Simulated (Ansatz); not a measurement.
Gas-phase electronic energies from Ansatz, PBE0-D4/def2-TZVP geometries. CCSD(T)/CBS adds triple-zeta CCSD(T) − MP2 to the extrapolated MP2 energy (def2 sets, frozen cores). This one scheme is used for every species. DFT in def2-TZVPP. One conformer a species, not always the lowest.

Reaction (ligand exchange at the Si–O bond): `C[SiH2]O` + `N=CF` → `C[SiH2]/N=C/F` + H₂O

CCSD(T)/CBS gives +33.9 kJ/mol.

**Question.** Another level gave +36.8 kJ/mol. Which?
A. r2SCANh/def2-TZVPP
B. BHLYP/def2-TZVPP
C. HF/def2-TZVPP
D. MP2/def2-TZVPP

**Answer.** A. r2SCANh 36.8, MP2/def2-TZVPP 32.5, BHLYP 41.7, HF/def2-TZVPP 45.9 kJ/mol.

Largest T1 diagnostic among the species: 0.013.

Leaving LDA and LC-ωPBE aside and taking each functional with its dispersion term where it has one, the values, not all of them listed here, spread over 9.8 kJ/mol, from revPBE-D4 to CAM-B3LYP-D4. At CCSD(T), def2-SVP lies +4.0 kJ/mol from the extrapolated value and def2-TZVPP +2.5 kJ/mol. In def2-TZVPP, CCSD(T) changes the Hartree–Fock value by −9.5 kJ/mol (the triples alone add −2.1 kJ/mol) and MP2 by −13.3 kJ/mol.
